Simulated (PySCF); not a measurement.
Simulated Si 1s region for `BN([SiH3])[SiH2]Br`, binding energy against the vacuum level.

Every computed line was given a Gaussian of 0.4 eV full width at half maximum and an area set by the number of equivalent atoms; the highest printed point is 100. Method: PySCF 2.14.0, delta-SCF UKS SCAN, pcX-2 on the ionised atom, pcseg-1 elsewhere, spin-free X2C.

binding energy (eV), intensity and a bar:
```
   1846.8          1 
   1846.9          5 #
   1847.0         18 #####
   1847.1         45 #############
   1847.2         79 ########################
   1847.3        100 ##############################
   1847.4         89 ###########################
   1847.5         57 #################
   1847.6         31 #########
   1847.7         29 #########
   1847.8         53 ################
   1847.9         85 ##########################
   1848.0        100 ##############################
   1848.1         83 #########################
   1848.2         49 ###############
   1848.3         20 ######
   1848.4          6 ##
   1848.5          1
```

Q: How many maxima does the curve show, and how many computed lines lie under it?

A: The curve has 2 maxima (at 1847.3 and 1848.0 eV). Under it lie 2 lines from 2 inequivalent silicon sites.

Q: Decompose the envelope and assign each component. Numbering: `[BH2:1][N:2]([SiH3:3])[SiH2:4][Br:5]`.

A: 
| position (eV) | relative area | line | atoms | environment |
| --- | --- | --- | --- | --- |
| 1847.32 | 1 | Si 1s | Si3 | SiH3 silicon |
| 1848.00 | 1 | Si 1s | Si4 | SiH2 silicon |

Q: What are the centre and the root-mean-square width of the whole band?

A: The area-weighted mean of the lines is 1847.66 eV. Their own spread about it is 0.34 eV (rms) and each Gaussian has σ = 0.4/2.355 = 0.17 eV; the variances add, which gives 0.38 eV.

Q: Above which line width would these two lines show one maximum?

A: Two equal Gaussians merge once their distance is under 2σ = FWHM/1.177. With 0.68 eV between them that is a full width over 0.80 eV.

Lowest listed Si 1s: Si3, bonded to N and 3 H. Highest, 0.68 eV above it: Si4, bonded to N, Br and 2 H.

No satellites, vibrations or lifetime broadening are included. The structure is a single PBE0-D3(BJ)/def2-SVP conformer in the gas phase; no vibrational or solvent corrections.

The values belong to the conformer `[BH2:1][N:2]([SiH3:3])[SiH2:4][Br:5]`: B1–N2–Si4–Br5 -103°.
